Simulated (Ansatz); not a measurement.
Problem. Name a neutral molecule of C, F, Ge and H with HOMO energy (PBE0/def2-TZVPP) between -9.45 and -9.15 eV and LUMO energy (PBE/def2-TZVPP) between -0.60 and -0.30 eV (Ansatz, PBE0-D4/def2-TZVP geometry).

Solution. `F[C](F)(F)[GeH3]` (-9.36 eV, -0.38 eV). Other molecules can fit too; these were computed, each in one conformer that needn't be the lowest.
